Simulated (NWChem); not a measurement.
System: SeCl2, triplet; SMILES of the neutral closed-shell parent [Se](Cl)Cl

Excerpt of the output:

```
             Northwest Computational Chemistry Package (NWChem) 7.3.0
             --------------------------------------------------------

 C2V symmetry detected

                             Geometry "geometry" -> ""
                             -------------------------

 Output coordinates in angstroms (scale by  1.889725989 to convert to a.u.)

  No.       Tag          Charge          X              Y              Z
 ---- ---------------- ---------- -------------- -------------- --------------
    1 Se                  34.0000     0.00000000     0.00000000     0.27600166
    2 Cl                  17.0000    -2.20247171     0.00000000    -0.27600166
    3 Cl                  17.0000     2.20247171     0.00000000    -0.27600166

 Effective nuclear repulsion energy (a.u.)     304.1321197455

      Symmetry information
      --------------------

 Group name             C2v
 Group number             16
 Group order               4
 No. of unique centers     2

                                 NWChem DFT Module
                                 -----------------

 Summary of "ao basis" -> "ao basis" (spherical)
 ------------------------------------------------------------------------------
       Tag                 Description            Shells   Functions and Types
 ---------------- ------------------------------  ------  ---------------------
 Se                        def2-svpd                15       41   6s5p4d
 Cl                        def2-svpd                11       27   5s4p2d

      Symmetry analysis of basis
      --------------------------

        a1         38
        a2         12
        b1         28
        b2         17

            General Information
            -------------------
          SCF calculation type: DFT
          Wavefunction type:  spin polarized.
          No. of atoms     :     3
          No. of electrons :    68
           Alpha electrons :    35
            Beta electrons :    33
          Charge           :     0
          Spin multiplicity:     3
          Use of symmetry is: off; symmetry adaption is: on
          Maximum number of iterations: 150
          AO basis - number of functions:    95
                     number of shells:    37
          Convergence on energy requested:  1.00D-06
          Convergence on density requested:  1.00D-05
          Convergence on gradient requested:  5.00D-04

[...]

                                NWChem TDDFT Module
                                -------------------

            General Information
            -------------------
           No. of orbitals :     190
            Alpha orbitals :      95
             Beta orbitals :      95
        Alpha frozen cores :       0
         Beta frozen cores :       0
     Alpha frozen virtuals :       0
      Beta frozen virtuals :       0
         Spin multiplicity :       3
    Number of AO functions :      95
        Use of symmetry is : off
      Symmetry adaption is : on
         Schwarz screening :  0.10D-07

              XC Information
              --------------
                  B3LYP Method XC Potential
              Hartree-Fock (Exact) Exchange   0.20
                 Slater Exchange Functional   0.80 local
             Becke 1988 Exchange Functional   0.72 non-local
       Lee-Yang-Parr Correlation Functional   0.81
           VWN I RPA Correlation Functional   0.19 local

             TDDFT Information
             -----------------
          Calculation type : Tamm-Dancoff TDDFT
         Wavefunction type : Unrestricted
          No. of electrons :      68
           Alpha electrons :      35
            Beta electrons :      33
              No. of roots :       6
          Max subspacesize :    5200
            Max iterations :     100
               Target root :       1
           Target symmetry : none
      Symmetry restriction : off
                 Algorithm : Optimal
        Davidson threshold :  0.10D-03

    6 smallest eigenvalue differences (eV)
--------------------------------------------------------
  No. Spin  Occ  Vir  Irrep   E(Occ)    E(Vir)   E(Diff)
--------------------------------------------------------
    1    2   33   34 a1       -0.325    -0.204     3.307
    2    2   32   34 a2       -0.340    -0.204     3.704
    3    2   31   34 b1       -0.341    -0.204     3.737
    4    2   33   35 b2       -0.325    -0.184     3.837
    5    2   32   35 b1       -0.340    -0.184     4.234
    6    2   31   35 a2       -0.341    -0.184     4.267
--------------------------------------------------------

  Entering Davidson iterations
  Unrestricted

  Iter   NTrls   NConv    DeltaV     DeltaE      Time
  ----  ------  ------  ---------  ---------  ---------
    1      6       0     0.16E+00   0.10+100        7.9
    2     12       0     0.27E-01   0.50E-01        7.9
    3     18       0     0.76E-02   0.10E-02        7.9
    4     24       1     0.31E-02   0.10E-03        8.0
    5     29       2     0.41E-01   0.20E-02        7.4
    6     33       4     0.69E-02   0.32E-02        6.3
    7     35       5     0.38E-02   0.16E-03        5.5
    8     36       5     0.21E-02   0.63E-04        4.3
    9     37       5     0.24E-03   0.56E-05        4.4
   10     38       6     0.83E-04   0.45E-07        4.5
  ----  ------  ------  ---------  ---------  ---------
  Convergence criterion met

  Ground state b2      -3321.421009123711 a.u.
  <S2> =   2.0048

  ----------------------------------------------------------------------------
  Root   1         a1             0.073578593 a.u.                2.0022 eV
  <S2> =   2.0093
  ----------------------------------------------------------------------------
     Transition Moments    X  0.00000   Y  0.08272   Z -0.00000
     Dipole Oscillator Strength                    0.0003356294
     Electric Quadrupole                           0.0000000009
     Magnetic Dipole                               0.0000002386
     Total Oscillator Strength                     0.0003358690

[...]
```

Level: B3LYP/def2-SVPD, spin-unrestricted, TDA. In the optimisation the excess spin sits in a' and a" (Cs, its own frame). Structure relaxed at the PBE0/def2-SVP, spin-unrestricted level. This spin state was assumed; another may lie lower. No stability test was run on the SCF state.

Q: Write an input that gives this output.

A: One answer among several that fit: the input that was run:
```
start job
memory heap 200 mb stack 900 mb global 1100 mb
geometry units angstroms noautoz
  Se     0.106266     0.033406     0.000000
  Cl    -0.896784    -2.003688     0.000000
  Cl     0.029995     2.302657     0.000000
end
basis spherical
  * library def2-svpd
end
dft
  odft
  mult 3
  xc b3lyp
  iterations 150
end
tddft
  cis
  nroots 6
end
task tddft energy
```
